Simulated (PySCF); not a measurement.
# Basis and Hamiltonian dependence of the ionisation energy of Cu⁺

Cu⁺ [Ar] 3d10 (1S) → Cu²⁺ [Ar] 3d9 (2D). All values are computed (PySCF 2.14, energy differences of UHF-based or UKS calculations, no spin-orbit coupling). Values in eV.

```
                                                                               basis       Hamiltonian  functions     UHF     LDA    PBE0  MP2 (valence)  CCSD(T) (valence)  CCSD(T) (valence and next inner shell)
                                                                          x2c-SVPall     spin-free X2C         36  17.397  21.807     n/a         20.311                n/a                                     n/a
                                                            cc-pVDZ-PP with ECP10MDF               ECP         38  17.169  21.415  20.057         20.305                n/a                                     n/a
                                                                          cc-pVDZ-DK     spin-free X2C         43  17.177  21.411     n/a         20.550                n/a                                     n/a
                                                                           def2-TZVP  non-relativistic         45  17.429     n/a     n/a         20.621                n/a                                     n/a
                                                                         x2c-TZVPall     spin-free X2C         48  17.228     n/a     n/a         20.459                n/a                                     n/a
                                                        aug-cc-pVDZ-PP with ECP10MDF               ECP         54  17.176  21.482  20.112         20.733             19.936                                     n/a
                                                                        ANO-RCC-VTZP     spin-free X2C         59  17.240  21.840  20.405         20.956             20.127                                  20.308
                                                        aug-cc-pVTZ-PP with ECP10MDF               ECP         88  17.125  21.492  20.106         20.851             20.050                                     n/a
                                                                         def2-QZVPPD  non-relativistic        100  17.335  21.720  20.398         20.985             20.204                                     n/a
                                                                          dyall-av2z  non-relativistic        101  17.399  21.753  20.440         20.813             20.057                                     n/a
                                                                        x2c-QZVPPall     spin-free X2C        108  17.136  21.558  20.229         20.852                n/a                                     n/a
aug-cc-pVTZ-PP with one added diffuse shell each of s, p, d, f, g type with ECP10MDF               ECP        113  17.125  21.491  20.106         20.868                n/a                                     n/a
                                                      aug-cc-pwCVTZ-PP with ECP10MDF               ECP        122  17.116  21.475  20.093         20.876             20.069                                     n/a
                                                        aug-cc-pV5Z-PP with ECP10MDF               ECP        197  17.115     n/a     n/a         20.975             20.151                                     n/a
```

Frozen in the all-electron rows: valence: [Ar]; valence and next inner shell: [Ne]; with a core potential, the same shells as far as they lie outside it.

Non-relativistic rows lack the scalar-relativistic shift.

Between the lowest levels the reference is 20.292 eV (measured; NIST Atomic Spectra Database, ionization energies); it includes spin-orbit coupling, which these numbers lack.
